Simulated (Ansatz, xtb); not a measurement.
**FGaH3In: which of two structures lies lower**

Structure a: a singlet given by its coordinates. Structure b: a singlet given by its coordinates. Both are isolated molecules in the gas phase, relaxed with B3LYP-D3(BJ)/def2-SVP.

a (Å):

```xyz
6

F    -0.7466   -0.9787   -0.4844
Ga   -2.1177    0.3760   -0.6236
In    0.2991   -0.2735    1.3862
H    -0.1036   -1.5100    2.5203
H     1.8231    0.2588    0.7769
H    -1.0271    0.9896    1.2025
```

Close contacts (Å): F1–Ga2 1.93, F1–In3 2.26, Ga2–In3 3.21, Ga2–H6 2.21, In3–H4 1.73, In3–H5 1.73, In3–H6 1.84.

b (Å):

```xyz
6

F    -3.1607    1.3928   -2.7627
Ga    1.3011   -0.3618   -1.7168
In   -1.3567    0.6836   -2.3398
H     2.0016    1.0242   -1.9845
H     0.8925   -0.7600   -0.2477
H     1.2383   -1.4400   -2.8645
```

Close contacts (Å): F1–In3 1.98, Ga2–In3 2.92, Ga2–H4 1.58, Ga2–H5 1.58, Ga2–H6 1.58.

Task: Estimate E(b) − E(a) at the level CCSD(T)/def2-TZVP.

Result: Calculated at CCSD(T)/def2-TZVP: E(b) − E(a) = −3.2 kcal/mol, so structure b lies lower.

The same difference at several levels:

| level | geometry | E(b) − E(a) (kcal/mol) | departure from the last row (kcal/mol) | job, with rough time for the two |
| --- | --- | --- | --- | --- |
| B3LYP-D3(BJ)/def2-SVP | B3LYP-D3(BJ)/def2-SVP | +2.1 | +5.3 | optimisation, 3 min |
| HF/def2-TZVP | B3LYP-D3(BJ)/def2-SVP | +1.2 | +4.4 | part of the CCSD(T) run |
| MP2/def2-TZVP | B3LYP-D3(BJ)/def2-SVP | −7.9 | −4.7 | part of the CCSD(T) run |
| CCSD(T)/def2-TZVP | B3LYP-D3(BJ)/def2-SVP | −3.2 |  | single point, 5.4 min |

B3LYP-D3(BJ)/def2-SVP, HF/def2-TZVP put the two in the other order. The largest departure from CCSD(T)/def2-TZVP is that of B3LYP-D3(BJ)/def2-SVP, 5.3 kcal/mol. Levels run at GFN2-xTB geometries aren't shown.

With harmonic frequencies from B3LYP-D3(BJ)/def2-SVP (ideal gas, rigid rotor, one conformer each, 298.15 K, 1 atm): on the last row, ΔE + ΔZPE = −2.4 kcal/mol. A mode under 50 cm⁻¹ makes harmonic enthalpies and free energies unreliable, so none is given.

The correlated steps freeze 14 core orbitals; the filled d shell of Ga and In is correlated, in a basis made for valence electrons. Atoms past krypton carry core potentials in the def2 sets and no spin–orbit term is included. Run with Ansatz 0.2.0; the last row on 1 thread of Arm Neoverse N1 on a shared host.
